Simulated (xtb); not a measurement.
Input file for xtb: GFN1-xTB on BeN, 2S+1 = 4, a spin state set in the input, which need not be the lowest, a point of a bond scan (R = 1.757 Å).

```
$ xtb mol.xyz --gfn 1 --sp --chrg 0 --uhf 3
2

Be     0.00000000     0.00000000     0.00000000
N      0.00000000     0.00000000     1.75743800
```

The log:

```
[...]
           -------------------------------------------------
          |                Calculation Setup                |
           -------------------------------------------------



           -------------------------------------------------
          |                 G F N 1 - x T B                 |
           -------------------------------------------------

        Reference                      10.1021/acs.jctc.7b00118
      * Hamiltonian:
        H0-scaling (s, p, d)           1.850000    2.250000    2.000000
        zeta-weighting                 0.000000
      * Dispersion:
        s8                             2.400000
        a1                             0.630000
        a2                             5.000000
        s9                             0.000000
      * Repulsion:
        kExp                           1.500000
        rExp                           1.000000
      * Coulomb:
        alpha                          2.000000
        third order                    atomic
        anisotropic                    false
      * Halogen bond correction:
        rad-scale                      1.300000
        damping                        0.440000


          ...................................................
          :                      SETUP                      :
          :.................................................:
          :  # basis functions                   8          :
          :  # atomic orbitals                   8          :
          :  # shells                            4          :
          :  # electrons                         7          :
          :  # halogen bonds                     0          :
          :  max. iterations                   250          :
          :  Hamiltonian                  GFN1-xTB          :
          :  restarted?                      false          :
          :  GBSA solvation                  false          :
          :  PC potential                    false          :
          :  electronic temp.          300.0000000     K    :
          :  accuracy                    1.0000000          :
          :  -> integral cutoff          0.2500000E+02      :
          :  -> integral neglect         0.1000000E-07      :
          :  -> SCF convergence          0.1000000E-05 Eh   :
          :  -> wf. convergence          0.2000000E-04 e    :
          :  Broyden damping             0.4000000          :
          :  net charge                          0          :
          :  unpaired electrons                  3          :
          ...................................................

 iter      E             dE          RMSdq      gap      omega  full diag
   1     -3.2501742 -0.325017E+01  0.144E+01    2.84       0.0  T
   2     -3.6380595 -0.387885E+00  0.823E+00    3.51       1.0  T
   3     -3.6727872 -0.347277E-01  0.528E+00    3.51       1.0  T
   4     -2.9657533  0.707034E+00  0.205E+01    2.54       1.0  T
   5     -3.4555851 -0.489832E+00  0.111E+01    3.17       1.0  T
   6     -3.6364859 -0.180901E+00  0.725E+00    3.51       1.0  T
   7     -3.6857678 -0.492819E-01  0.266E+00    3.52       1.0  T
   8     -3.6969261 -0.111584E-01  0.205E-01    3.53       1.0  T
   9     -3.6966255  0.300657E-03  0.445E-01    3.53       1.0  T
  10     -3.6967599 -0.134417E-03  0.352E-01    3.53       1.0  T
  11     -3.6967634 -0.349404E-05  0.341E-01    3.53       1.0  T
  12     -3.6969390 -0.175557E-03  0.410E-02    3.53       1.7  T
  13     -3.6969389  0.205279E-07  0.112E-02    3.53       6.3  T
  14     -3.6969392 -0.230400E-06  0.155E-03    3.53      45.5  T
  15     -3.6969392 -0.276520E-08  0.319E-05    3.53    2215.0  T
  16     -3.6969392 -0.188027E-11  0.224E-07    3.53  100000.0  T

   *** convergence criteria satisfied after 16 iterations ***

         #    Occupation            Energy/Eh            Energy/eV
      -------------------------------------------------------------
         1        2.0000           -0.6570419             -17.8790
         2        1.9999           -0.4056647             -11.0387
         3        1.0000           -0.3874398             -10.5428
         4        1.0000           -0.3874398             -10.5428
         5        1.0000           -0.3385959              -9.2137 (HOMO)
         6                         -0.2089651              -5.6862 (LUMO)
         7                         -0.2089651              -5.6862
         8                          0.0926705               2.5217
      -------------------------------------------------------------
                  HL-Gap            0.1296308 Eh            3.5274 eV
             Fermi-level           -0.3353310 Eh           -9.1248 eV

 SCC (total)                   0 d,  0 h,  0 min,  0.006 sec
 SCC setup                      ...        0 min,  0.000 sec (  2.115%)
 Dispersion                     ...        0 min,  0.000 sec (  0.531%)
 classical contributions        ...        0 min,  0.000 sec (  0.391%)
 integral evaluation            ...        0 min,  0.000 sec (  4.507%)
 iterations                     ...        0 min,  0.001 sec ( 18.845%)
 molecular gradient             ...        0 min,  0.000 sec (  3.925%)
 printout                       ...        0 min,  0.004 sec ( 69.392%)

         :::::::::::::::::::::::::::::::::::::::::::::::::::::
         ::                     SUMMARY                     ::
         :::::::::::::::::::::::::::::::::::::::::::::::::::::
         :: total energy              -3.693071725910 Eh    ::
         :: gradient norm              0.043090761654 Eh/a0 ::
         :: HOMO-LUMO gap              3.527434839567 eV    ::
         ::.................................................::
         :: SCC energy                -3.696939170017 Eh    ::
         :: -> electrostatic           0.018889342798 Eh    ::
         :: repulsion energy           0.004123744495 Eh    ::
         :: dispersion energy         -0.000256300388 Eh    ::
         :: halogen bond corr.         0.000000000000 Eh    ::
         :: add. restraining           0.000000000000 Eh    ::
         :: total charge              -0.000000000173 e     ::
         :::::::::::::::::::::::::::::::::::::::::::::::::::::

           -------------------------------------------------
          |                Property Printout                |
           -------------------------------------------------

    * Orbital Energies and Occupations

         #    Occupation            Energy/Eh            Energy/eV
      -------------------------------------------------------------
         1        2.0000           -0.6570419             -17.8790
         2        1.9999           -0.4056647             -11.0387
         3        1.0000           -0.3874398             -10.5428
         4        1.0000           -0.3874398             -10.5428
         5        1.0000           -0.3385959              -9.2137 (HOMO)
         6                         -0.2089651              -5.6862 (LUMO)
         7                         -0.2089651              -5.6862
         8                          0.0926705               2.5217
      -------------------------------------------------------------
                  HL-Gap            0.1296308 Eh            3.5274 eV
             Fermi-level           -0.3353310 Eh           -9.1248 eV

  Mulliken/CM5 charges         n(s)   n(p)   n(d)
     1Be    0.34914  0.47103   1.066  0.585  0.000
     2N    -0.34914 -0.47103   1.863  3.486  0.000

Wiberg/Mayer (AO) data.
largest (>0.10) Wiberg bond orders for each atom

 ---------------------------------------------------------------------------
     #   Z sym  total        # sym  WBO       # sym  WBO       # sym  WBO
 ---------------------------------------------------------------------------
Note: The following floating-point exceptions are signalling: IEEE_DENORMAL
normal termination of xtb
     1   4 Be   1.065 --     2 N    1.065
     2   7 N    1.065 --     1 Be   1.065
 ---------------------------------------------------------------------------

Topologies differ in total number of bonds
Writing topology from bond orders to xtbtopo.mol

 dipole moment from electron density (au)
     X       Y       Z
  -0.0000  -0.0000  -1.0035  total (Debye):    2.551


           -------------------------------------------------
          | TOTAL ENERGY               -3.693071725910 Eh   |
          | GRADIENT NORM               0.043090761654 Eh/α |
          | HOMO-LUMO GAP               3.527434839567 eV   |
           -------------------------------------------------

------------------------------------------------------------------------
------------------------------------------------------------------------
 total:
 SCF:
```

The run finished.

Cost: very roughly 0.03 core-seconds.
